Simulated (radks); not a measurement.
The numbers below are computed, except where a source is named.
Effect of the nuclear size on the cerium ion Ce+, [Xe] 4f1 5d2. Level of theory: Dirac Kohn-Sham, relativistic LDA (MacDonald-Vosko exchange, VWN5 correlation), spin-unpolarised, spherical densities, finite nucleus; open shells fill j = l - 1/2 first; Fermi nuclear charge, rms radius 4.8771 fm (a radial shooting solver on a logarithmic mesh with Libxc functionals). The rms radius is varied about that value; shifts are against it.

rms radius (fm) = 4.2723: total energy shift (eV) -2.40; density at nucleus (e/bohr^3) 3.887e+05; 1s1/2 shift (meV) -994; 2s1/2 shift (meV) -122; 5s1/2 shift (meV) -0.995; 6s1/2 (empty) shift (meV) -0.133
rms radius (fm) = 4.3991: total energy shift (eV) -1.92; density at nucleus (e/bohr^3) 3.864e+05; 1s1/2 shift (meV) -794; 2s1/2 shift (meV) -97.2; 5s1/2 shift (meV) -0.795; 6s1/2 (empty) shift (meV) -0.106
rms radius (fm) = 4.8771: total energy shift (eV) 0; density at nucleus (e/bohr^3) 3.782e+05; 1s1/2 shift (meV) 0.000; 2s1/2 shift (meV) 0.000; 5s1/2 shift (meV) 0.000; 6s1/2 (empty) shift (meV) 0.000
rms radius (fm) = 5.0332: total energy shift (eV) 0.662; density at nucleus (e/bohr^3) 3.757e+05; 1s1/2 shift (meV) 273; 2s1/2 shift (meV) 33.5; 5s1/2 shift (meV) 0.274; 6s1/2 (empty) shift (meV) 0.037
rms radius (fm) = 5.4087: total energy shift (eV) 2.32; density at nucleus (e/bohr^3) 3.702e+05; 1s1/2 shift (meV) 959; 2s1/2 shift (meV) 117; 5s1/2 shift (meV) 0.960; 6s1/2 (empty) shift (meV) 0.128

Slopes of the eigenvalues against <r^2> in GHz/fm^2, as finite differences over the two radii next to the reference (eigenvalue slopes, not the field-shift constants of lines): 1s1/2 43100, 2s1/2 5280, 5s1/2 43.2, 6s1/2 (empty) 5.78.
